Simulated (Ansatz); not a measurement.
Reaction (silylene loss): `FCN[SiH2][SiH3]` → `FCN[SiH3]` + `[SiH2]`

Gas-phase electronic energies from Ansatz, PBE0-D4/def2-TZVP geometries. CCSD(T)/CBS is the MP2 limit (def2-TZVPP, def2-QZVPP) plus CCSD(T) − MP2 in def2-TZVPP, frozen cores. This one scheme is used for every species. DFT in def2-TZVPP. B3LYP here is the variant with VWN-RPA as its local correlation; programs differ in this. Each species was taken in one conformer, which may not be the lowest.

`FCN[SiH2][SiH3]`:

Cartesian coordinates in Å:
```
F -0.354 2.162 0.038
C -1.470 1.311 0.091
N -1.263 0.103 -0.593
Si -0.218 -1.147 0.027
Si 2.047 -0.547 0.160
H -2.299 1.876 -0.341
H -1.654 1.122 1.152
H -1.329 0.191 -1.596
H -0.384 -2.313 -0.882
H -0.717 -1.495 1.387
H 2.868 -1.729 0.546
H 2.249 0.522 1.173
H 2.524 -0.057 -1.162
```

`FCN[SiH3]`:

Z-matrix (Å, degrees):
```
C
N 1 1.404
F 1 1.402 2 112.9
H 1 1.093 2 110.2 3 118.4
H 1 1.093 2 111.3 3 -118.9
Si 2 1.733 1 123.3 3 -76.7
H 2 1.009 1 113.7 3 77.8
H 6 1.488 2 115.0 1 78.5
H 6 1.485 2 107.5 1 -161.0
H 6 1.485 2 106.5 1 -41.8
```

`[SiH2]`:

Z-matrix (Å, degrees):
```
Si
H 1 1.525
H 1 1.525 2 91.2
```

| level | ΔE (eV) |
| --- | --- |
| B3LYP | 2.26 |
| CCSD/def2-TZVPP | 2.29 |
| MP2/def2-QZVPP | 2.53 |
| SCS-MP2/def2-QZVPP | 2.40 |

(1) What does CCSD(T)/CBS give? (Best estimate.)

Largest T1 diagnostic among the species: 0.014.

## Answers

(1) Computed: +2.42 eV. The listed levels differ from it by -0.16, -0.13, 0.11, -0.02 eV.

The D4 term adds +0.15 eV with B3LYP and +0.08 eV with PBE0; it sums over pairs of atoms, weighted by their polarisabilities, and B3LYP, whose exchange is more repulsive, gets the larger term. In def2-TZVPP, CCSD(T) changes the Hartree–Fock value by +0.23 eV (the triples alone add +0.06 eV) and MP2 by +0.37 eV.
